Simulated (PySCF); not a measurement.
One entry of a table of gas-phase calculations, keyed by method. Lists by class give the value and the number of equivalent atoms.

```json
{
 "formula": "C2H12Ge2Si",
 "smiles": "[CH3][Ge@@H]([GeH3])[CH2][SiH3]",
 "inchi": "InChI=1S/C2H12Ge2Si/c1-4(3)2-5/h4H,2H2,1,3,5H3/t4-/m1/s1",
 "charge": 0,
 "multiplicity": 1,
 "geometry_level": "PBE0-D3(BJ)/def2-SVP",
 "atoms_angstrom": [
  ["C", 0.087, -2.018, -0.789],
  ["Ge", 0.588, -0.706, 0.575],
  ["Ge", 2.159, 0.904, -0.334],
  ["C", -1.021, 0.211, 1.245],
  ["Si", -2.031, 1.112, -0.056],
  ["H", -0.329, -1.517, -1.675],
  ["H", 0.964, -2.605, -1.098],
  ["H", -0.671, -2.708, -0.39],
  ["H", 1.253, -1.438, 1.765],
  ["H", 1.632, 1.504, -1.652],
  ["H", 3.514, 0.233, -0.63],
  ["H", 2.406, 2.063, 0.652],
  ["H", -1.655, -0.543, 1.74],
  ["H", -0.712, 0.93, 2.022],
  ["H", -1.199, 2.156, -0.733],
  ["H", -3.225, 1.782, 0.548],
  ["H", -2.515, 0.158, -1.103]
 ],
 "electronic_structure_code": "PySCF",
 "results": {
  "PBE0-D3(BJ)/def2-SVP geometry optimisation, gas phase": {
   "point_group": "C1",
   "rotational_constants_GHz": [1.826, 0.946, 0.738]
  },
  "CAM-B3LYP/def2-SVPD ground state, ΔSCF and vertical TDDFT (core frozen in the response)": {
   "dipole_D": 0.99,
   "homo_eV": -8.97,
   "lumo_eV": 0.84,
   "S1_eV": 7.06,
   "strongest_line_of_10_singlets_eV": 7.58,
   "T1_tda_eV": 6.43,
   "polarisability_au": 118.2,
   "vertical_ip_eV": 9.66,
   "r2_bohr2_about_centre_of_nuclear_charge": 1599.8,
   "singlets_eV_and_f": [
    [7.06, 0.025],
    [7.2, 0.04],
    [7.23, 0.188],
    [7.58, 0.292],
    [7.71, 0.01],
    [7.99, 0.018],
    [8.0, 0.011],
    [8.05, 0.062],
    [8.1, 0.112],
    [8.22, 0.03]
   ],
   "triplets_tda_eV": [6.43, 6.56, 6.64, 7.0]
  },
  "PBE/pcSseg-1 ground state and GIAO shieldings, non-relativistic": {
   "shift_vs_computed_TMS_C_by_class_ppm": [
    [-2.6, 1],
    [-7.0, 1]
   ],
   "shift_vs_computed_TMS_H_by_class_ppm": [
    [4.6, 1],
    [4.06, 3],
    [3.58, 3],
    [0.47, 3],
    [0.22, 1],
    [0.13, 1]
   ],
   "shielding_other_nuclei_by_class_ppm": [
    ["Si", 408.9, 1],
    ["Ge", 1379.6, 1],
    ["Ge", 1611.5, 1]
   ]
  },
  "delta-SCF UKS SCAN, pcX-2 on the ionised atom, pcseg-1 elsewhere, spin-free X2C; 2p3/2 from a spin–orbit splitting computed afterwards within the 2p shell": {
   "core_binding_eV": [
    ["Si2p3/2", 106.52, 1],
    ["C1s", 289.79, 1],
    ["C1s", 290.11, 1],
    ["Si1s", 1846.3, 1]
   ]
  }
 }
}
```

No computed singlet falls in the visible range (750 to 380 nm, 1.65 to 3.26 eV); S1 lies 3.80 eV above its blue end. The 10 singlets span 7.06 to 8.22 eV, and their oscillator strengths add up to 0.79. The rotational constants make it an asymmetric top with κ = (2B − A − C)/(A − C) = -0.62, nearer the prolate limit (−1). S1 lies 2.75 eV below the HOMO–LUMO gap; its leading configuration is HOMO→LUMO, weight 0.80.

 The calculation (core ionisation apart) is non-relativistic and has no spin–orbit coupling, an omission that weighs most on germanium. Atoms bound to Ge lack the heavy atom's spin–orbit term in their shielding, so their NMR values are less reliable. NMR classes are plain means over equivalent atoms (diastereotopic ones count apart unless rotation or inversion swaps them), as if these changed places fast; in this geometry the members of some classes differ.

For the geometry optimisation (PBE0-D3(BJ)/def2-SVP), time: 73 s of wall time. Hardware: one thread, Arm Neoverse V1, on a shared host.

The values belong to the conformer `[CH3:1][Ge@@H:2]([GeH3:3])[CH2:4][SiH3:5]`: C1–Ge2–C4–Si5 -58°.
